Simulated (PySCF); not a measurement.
**M(OH)₂ across group 16**

Level: PBE0, basis family def2-TZVP, scalar-relativistic core potentials from Rb on and no relativity for lighter atoms.

Each entry is the lowest minimum that a search over a few typed start shapes (and spin states, where more than one is plausible) found, or that minimum re-optimised at the stated level; isomers with ligand–ligand bonds, or fragments after loss of a ligand pair, can lie lower. Open shells are unrestricted; no spin–orbit coupling; PySCF with density fitting.

```tsv
molecule	2S+1	point group	mean bond to the central atom (Å)	atomisation (kJ/mol)	gap (eV)	distinct angles (°)	highest ω (cm⁻¹)
S(OH)₂	1	C2	1.635	1521	6.54	109/104	3796
Se(OH)₂	1	C2	1.782	1459	5.78	108/101	3833
Te(OH)₂	1	C2	1.949	1444	4.70	109/98	3855
```

Left out of the table are members whose search was unfinished or whose lowest solution was spin-contaminated, unstable, very soft or bonded differently.
